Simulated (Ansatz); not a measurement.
Input file for Ansatz (a quantum-chemistry and plane-wave program): U-wB97X-V/def2-TZVPP on Zr, 2S+1 = 3, a spin state set in the input, which need not be the lowest. Elements past Kr take the def2 small-core potentials; no spin–orbit coupling.

Ansatz 0.2 input:
```yaml
crystal:
  periodic: [false, false, false]
  atoms:
    - {symbol: Zr, position_ang: [0.00000000, 0.00000000, 0.00000000]}
basis:
  gaussian:
    orbitals: def2-TZVPP
hamiltonian:
  xc: {name: wB97X-V}
magnetization: {spin_polarized: true, initial_magnetization: 2}
scf: {lower_state_search: full}
```

Q: What total energy does the run end on?

A: -46.8571 hartree.

Q: How many basis functions does it have, and what does it roughly cost on one machine?

A: 56 functions; about 40 core-seconds (a rough figure).
